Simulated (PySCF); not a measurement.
**Sn₃, triplet: data card**

Computed with PySCF, UPBE0, basis Sn def2-TZVP with ECP28 (scalar-relativistic core potentials, no spin–orbit coupling, density fitting).

The structure is a minimum.

| Property | Result |
| --- | --- |
| Point group | C2v |
| Bond lengths | Sn–Sn 2.744 Å (×2) |
| Bond angles | Sn–Sn–Sn 100.8° |
| Atomisation energy without zero-point energy | 406 kJ/mol |
| Spin squared ⟨S²⟩ | 2.009 |
| Rotational constants | 0.06889, 0.01573, 0.0128 cm⁻¹ |
| Principal polarisabilities | 100.4, 148.1, 281.3 bohr³ |
| Lowest empty level (β) | -3.56 eV |
| Rotational symmetry number | 2 |
| Heat capacity Cp at 298.15 K | 57.3 J/(mol K) |
| Zero-point energy | 2.2 kJ/mol |
| Highest occupied level (α) | -4.69 eV |
| Principal quadrupole moments (Buckingham, traceless) about the centre of mass | -0.94, -0.67, 1.61 D Å |
| Enthalpy at 298.15 K above 0 K | 15.39 kJ/mol |
| Dipole moment | 0.31 D |
| Entropy at 298.15 K and 1 bar (electronic part: spin only) | 359.2 J/(mol K) |

Harmonic modes (masses in u: Sn 119.902):
```tsv
symmetry	ω (cm⁻¹)	IR (km/mol)	type
a1	36	0.1	bend
a1	167	0.4	stretch
b2	171	0.9	stretch
```

In C2v the vibrations span 2a1 + b2. Here b1 is antisymmetric to the molecular plane and b2 lies in it.

Charges (e):
```json
{"atom": "Sn1", "Mulliken": "-0.06", "Löwdin": "-0.08", "polar tensor": "-0.13", "spin (Mulliken)": "0.37", "Mayer order to Sn1": "–"}
{"atom": "Sn2,3", "Mulliken": "0.03", "Löwdin": "0.04", "polar tensor": "0.07", "spin (Mulliken)": "0.81", "Mayer order to Sn1": "1.39"}
```
Other Mayer orders above 0.3: Sn–Sn 0.54.

Mulliken populations on Sn1 (electrons outside its core potential): s 3.80, p 8.16, d 10.09, f 0.01.

Outer orbital energies (eV). α occupied: -27.66, -14.07, -12.18, -10.02, -6.09, -5.85, -5.69, -4.69; empty: -2.98, -2.56, -2.05, 0.10. β occupied: -27.83, -27.71, -27.65, -13.49, -11.48, -9.59, -5.61, -5.50; empty: -3.56, -2.75, -2.27, -2.07.

Only a few start shapes were tried, so a lower isomer may exist. At this level a triplet minimum of D3h symmetry lies 102 kJ/mol below this structure. No spin–orbit coupling is included, which matters more the heavier the element.

The final relaxation and frequency run took 110 s on 4 threads of a shared Arm Neoverse V2 host, with 150 basis functions and 14 gradients; the process peaked at 1.3 GiB.
